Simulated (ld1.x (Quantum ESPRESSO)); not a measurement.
# Logarithmic derivatives: samarium, TM semilocal

```
Element                 : samarium
Generator               : ld1.x (Quantum ESPRESSO) 7.5
Type                    : norm-conserving Troullier–Martins (semilocal form)
Functional              : LDA (PZ)
Relativity              : scalar-relativistic
Frozen core             : [Kr] 4d10 4f5
Valence charge          : 11
Reference configuration : 5s2 5p6 5d1.5 6s1.5 6p0
Partial waves           : 5p (bound): rc 1.60 bohr; 5d (bound): rc 2.00 bohr; 5s (bound): rc 1.90 bohr
Local potential         : the s channel
Core correction         : Bessel-smoothed model core, default radius (core density twice the valence density)
```

Occupied shells without a wave of their own: 6s. They enter only through the test configuration that unscreens the potential, and ld1.x also counts them in the model core charge.

The phase is arctan(r·u′/u) with u = r·R(r), unwrapped; energies in Ry, scanned from -5 to 5 Ry. A pole is an energy at which the radial function vanishes at the test radius. The pseudo phase is shifted by a multiple of π to meet the all-electron one at the reference energy, and phase errors are pseudo minus all-electron; the curves can meet again beyond the range given. Levels narrower than the energy grid can be missing from the lists of poles.

Q: For each channel, where are the poles, and over which energies does the pseudopotential scatter like the atom?

A:

| channel | radius (bohr) | reference energy (Ry) | poles, all-electron | poles, pseudo | unbroken range about the reference energy with phases within 0.05 rad | phase error 1 Ry above the reference energy (rad) |
| --- | --- | --- | --- | --- | --- | --- |
| s | 2.21 | -3.38 | -2.80 | -2.81, 4.88 | below -0.3 | -0.006 |
| p | 2.21 | -1.86 | -0.79 | -0.79 | below 2.8 | -0.001 |
| d | 2.21 | -0.18 | 2.34 | 2.29 | the whole range | -0.002 |

The potential misses its own reference levels by up to 0.4 eV. ld1.x takes every shell without a wave as core, so the model core holds the 6s electrons as well and exchange and correlation see them twice. This cancels in the reference configuration, but the file is broken for other ones, and its errors say nothing about a proper core correction.

Phases in the d channel:

| E (Ry) | all-electron | pseudo |
| --- | --- | --- |
| -5.00 | 1.351 | 1.350 |
| -4.74 | 1.344 | 1.343 |
| -4.48 | 1.336 | 1.335 |
| -4.22 | 1.327 | 1.326 |
| -3.96 | 1.317 | 1.316 |
| -3.70 | 1.306 | 1.305 |
| -3.44 | 1.293 | 1.292 |
| -3.18 | 1.278 | 1.277 |
| -2.92 | 1.261 | 1.260 |
| -2.66 | 1.241 | 1.240 |
| -2.40 | 1.216 | 1.215 |
| -2.14 | 1.186 | 1.185 |
| -1.88 | 1.147 | 1.146 |
| -1.62 | 1.097 | 1.095 |
| -1.36 | 1.027 | 1.026 |
| -1.10 | 0.928 | 0.926 |
| -0.84 | 0.774 | 0.773 |
| -0.58 | 0.524 | 0.523 |
| -0.32 | 0.121 | 0.120 |
| -0.06 | -0.389 | -0.389 |
| 0.20 | -0.805 | -0.806 |
| 0.46 | -1.066 | -1.068 |
| 0.72 | -1.227 | -1.228 |
| 0.98 | -1.331 | -1.333 |
| 1.24 | -1.404 | -1.407 |
| 1.50 | -1.458 | -1.462 |
| 1.76 | -1.501 | -1.505 |
| 2.02 | -1.535 | -1.540 |
| 2.28 | -1.565 | -1.569 |
| 2.54 | -1.590 | -1.596 |
| 2.80 | -1.613 | -1.620 |
| 3.06 | -1.635 | -1.643 |
| 3.32 | -1.655 | -1.665 |
| 3.58 | -1.675 | -1.687 |
| 3.84 | -1.696 | -1.709 |
| 4.10 | -1.717 | -1.733 |
| 4.36 | -1.739 | -1.760 |
| 4.62 | -1.764 | -1.790 |
| 4.88 | -1.792 | -1.825 |
